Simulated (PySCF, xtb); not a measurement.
Cl3Si, SMILES Cl[Si](Cl)Cl (connectivity only; charge and spin as stated), charge +1, multiplicity 1.

GFN2-xTB in xtb at its own geometry gives an orbital gap of 4.76 eV.

Coordinates come from a PBE0-D3(BJ)/def2-SVP optimisation. The spin state was assumed, not searched. The isomer is the one that the SMILES or the coordinates give; other isomers of the formula were not compared.

**Question.** What does PBE/def2-TZVPD in PySCF give? (An estimate is asked for; the answer gives what the named calculation found.)

**Answer.** gap 4.85 eV (levels -14.03 and -9.18 eV).
